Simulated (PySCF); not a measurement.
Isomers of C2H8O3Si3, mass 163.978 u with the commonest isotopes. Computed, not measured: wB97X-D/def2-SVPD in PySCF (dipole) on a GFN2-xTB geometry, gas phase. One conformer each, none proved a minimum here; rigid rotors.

Question: Order these by rotational constant A, largest first.
A. `[O:1]=[C:2]([OH:3])[Si@@H:4]1[CH2:5][SiH2:6][SiH2:7][O:8]1` with O1–C2–O3–H -1°, O1–C2–Si4–C5 -116°, C2–Si4–C5–Si6 -95°, Si4–C5–Si6–Si7 -15°, C5–Si6–Si7–O8 7°, Si6–Si7–O8–Si4 6°
B. `[CH:1]#[C:2][Si@@:3]([OH:4])([O:5][SiH3:6])[SiH2:7][OH:8]` with C2–Si3–O4–H 65°, C2–Si3–O5–Si6 89°, C2–Si3–Si7–O8 65°, Si3–Si7–O8–H 50°
C. `[CH:1]#[C:2][Si@@H:3]([O:4][SiH3:5])[O:6][SiH2:7][OH:8]` with C2–Si3–O4–Si5 102°, C2–Si3–O6–Si7 -89°, Si3–O6–Si7–O8 -14°, O6–Si7–O8–H 179°

Answer: A (1976 MHz), B (1315 MHz), C (1218 MHz).

Question: Order these by rotational constant C, smallest first.
A. `[CH:1]#[C:2][Si@@H:3]([O:4][SiH3:5])[O:6][SiH2:7][OH:8]` with C2–Si3–O4–Si5 102°, C2–Si3–O6–Si7 -89°, Si3–O6–Si7–O8 -14°, O6–Si7–O8–H 179°
B. `[O:1]=[C:2]([OH:3])[Si@@H:4]1[CH2:5][SiH2:6][SiH2:7][O:8]1` with O1–C2–O3–H -1°, O1–C2–Si4–C5 -116°, C2–Si4–C5–Si6 -95°, Si4–C5–Si6–Si7 -15°, C5–Si6–Si7–O8 7°, Si6–Si7–O8–Si4 6°
C. `[CH:1]#[C:2][Si@@:3]([OH:4])([O:5][SiH3:6])[SiH2:7][OH:8]` with C2–Si3–O4–H 65°, C2–Si3–O5–Si6 89°, C2–Si3–Si7–O8 65°, Si3–Si7–O8–H 50°

Answer: C (641.7 MHz), A (672.0 MHz), B (783.4 MHz).

Question: Order these by radius of gyration √(Σ m r²/M), largest first.
A. `[O:1]=[C:2]([OH:3])[Si@@H:4]1[CH2:5][SiH2:6][SiH2:7][O:8]1` with O1–C2–O3–H -1°, O1–C2–Si4–C5 -116°, C2–Si4–C5–Si6 -95°, Si4–C5–Si6–Si7 -15°, C5–Si6–Si7–O8 7°, Si6–Si7–O8–Si4 6°
B. `[CH:1]#[C:2][Si@@:3]([OH:4])([O:5][SiH3:6])[SiH2:7][OH:8]` with C2–Si3–O4–H 65°, C2–Si3–O5–Si6 89°, C2–Si3–Si7–O8 65°, Si3–Si7–O8–H 50°
C. `[CH:1]#[C:2][Si@@H:3]([O:4][SiH3:5])[O:6][SiH2:7][OH:8]` with C2–Si3–O4–Si5 102°, C2–Si3–O6–Si7 -89°, Si3–O6–Si7–O8 -14°, O6–Si7–O8–H 179°

Answer: B (2.336 Å), C (2.246 Å), A (2.137 Å).

```csv
SMILES,point group,Ia (u·Å²),Ib (u·Å²),Ic (u·Å²),κ,μa (D),μb (D),μc (D)
C#C[Si@@](O)(O[SiH3])[SiH2]O,C1,384.42,617.44,787.56,-0.47,1.14,0.95,0.94
O=C(O)[Si@@H]1C[SiH2][SiH2]O1,C1,255.78,597.21,645.14,-0.89,2.12,1.11,0.95
C#C[Si@@H](O[SiH3])O[SiH2]O,C1,414.80,487.31,752.09,0.34,1.61,0.72,1.46
```
